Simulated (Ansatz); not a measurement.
A run for Ansatz (an electronic-structure program): R-r2SCAN/def2-TZVPP on H2O (SMILES O).

Ansatz 0.2 input:
```yaml
crystal:
  periodic: [false, false, false]
  atoms:
    - {symbol: O, position_ang: [-0.00000000, -0.00000000, 0.40078775]}
    - {symbol: H, position_ang: [0.00000000, 0.75702396, -0.20039388]}
    - {symbol: H, position_ang: [-0.00000000, -0.75702396, -0.20039388]}
basis:
  gaussian:
    orbitals: def2-TZVPP
hamiltonian:
  xc: {name: r2SCAN}
scf: {lower_state_search: off}
```

**Question.** Predict the final total energy.

**Answer.** -76.4231 hartree.
